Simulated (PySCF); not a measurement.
2-bromofuran (C4H3BrO), SMILES Brc1ccco1.

Geometry: ωB97X-D3(BJ)/def2-SVP.

Two levels are set side by side: PBE/def2-TZVP (PySCF) and HF/def2-TZVP (PySCF). Same geometry, gas phase. Differences are taken from unrounded values.

| quantity | HF |
|---|---|
| orbital gap (eV) | 12.25 |
| highest occupied level (eV) | -8.69 |
| lowest empty level (eV) | 3.55 |
| dipole moment (D) | 1.85 |
| mean polarisability (bohr³) | 63.4 |

### Question
What does PBE give, and how far is it from HF? (Estimate from the structure and the level; the computed values follow.)

### Answer

| quantity | PBE | PBE minus HF |
|---|---|---|
| orbital gap (eV) | 4.55 | -7.70 |
| highest occupied level (eV) | -5.57 | 3.12 |
| lowest empty level (eV) | -1.02 | -4.57 |
| dipole moment (D) | 1.41 | -0.43 |
| mean polarisability (bohr³) | 67.2 | 3.9 |

PBE's occupied levels lie high since its potential decays too fast outside the molecule; exact exchange lowers them and widens the gap. Loosely held outer electrons make PBE densities more polarisable. Differences between two approximate levels are no errors against the true value.

Rough cost on one machine, each run with all the roots and properties that it gave: HF against PBE about 1/3.
